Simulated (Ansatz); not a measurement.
`CC(C)[Si]F` + NH₃ → `CC(C)[Si]N` + H–F at 500 K and 1 bar (ligand exchange at the Si–F bond).

Program: Ansatz. Geometries: PBE0-D4/def2-TZVP. ΔE: electronic, gas phase. CCSD(T)/CBS adds triple-zeta CCSD(T) − MP2 to the extrapolated MP2 energy (def2 sets, frozen cores). This one scheme is used for every species. One conformer a species, not always the lowest.

| species | CCSD(T)/CBS energy (Eh) | H − E (kJ/mol) | S (J/(mol·K)) |
| --- | --- | --- | --- |
| `CC(C)[Si]F` | -507.26195 | 297.1 | 415.9 |
| NH₃ | -56.50880 | 108.2 | 211.8 |
| `CC(C)[Si]N` | -463.35613 | 365.9 | 421.5 |
| H–F | -100.39570 | 39.4 | 188.7 |

H − E and S are ideal-gas, rigid-rotor, harmonic terms from PBE0-D4/def2-TZVP, for one conformer and one mirror image of each species. 1 Eh = 2625.50 kJ/mol, R = 8.31446 J/(mol·K).

Q: By hand: ΔE, ΔH, ΔS and ΔG.

A: ΔE = (-463.35613) + (-100.39570) − (-507.26195) − (-56.50880) = 0.01892 Eh = 49.7 kJ/mol. Δ(H − E) = 365.9 + 39.4 − 297.1 − 108.2 = 0.0, so ΔH = 49.7 kJ/mol. ΔS = 421.5 + 188.7 − 415.9 − 211.8 = -17.5 J/(mol·K). ΔG = 49.7 − 500 × (-17.5)/1000 = 58.5 kJ/mol.

Q: By hand: the equilibrium constant, and the temperature at which ΔG would vanish if ΔH and ΔS stayed fixed.

A: log₁₀ K = −ΔG/(RT ln 10) = -6.1. ΔH and −TΔS have one sign here, so there is no such temperature.

ΔH outweighs TΔS. A doubt of 5 kJ/mol in ΔE shifts log₁₀ K by 0.5 here. Other conformers and mirror images would add mixing entropy, several J/(mol·K) or more a flexible species. Modes under 60 cm⁻¹, often nearly free rotors, make the harmonic entropy too high. These are equilibria of isolated gas molecules and say nothing of rates. Largest T1 diagnostic: 0.012 (customary marks: 0.02 for closed shells, 0.045 for open ones).
